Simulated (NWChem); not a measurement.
Species: ZrN3H5; SMILES [NH]=[Zr]([NH2])[NH2]

```xyz
9

Zr    -0.0425    -0.0001     0.2001
N     -1.7950     0.0058    -0.2791
H     -2.7541    -0.0025    -0.6128
N      0.8876     1.7872    -0.2533
H      0.4333     2.6179    -0.6280
H      1.8926     1.9495    -0.3153
N      0.8813    -1.7909    -0.2536
H      1.8856    -1.9559    -0.3184
H      0.4239    -2.6208    -0.6258
```
Atoms are numbered in this order, from 1.

All runs: NWChem. Geometry: optimised at PBE0/def2-SVP (def2 core potentials past Kr). No frequency run checked for a minimum.

For level PBE0/STO-3G, non-relativistic:

highest occupied level (eV): -2.89
orbital gap (eV): 5.31
dipole (D): 3.03

Problem. Estimate the same quantities for level PBE0/3-21G, non-relativistic.

Solution. The highest occupied level (eV) is -5.63 and the orbital gap (eV) is 4.39. The dipole (D) is 2.48.
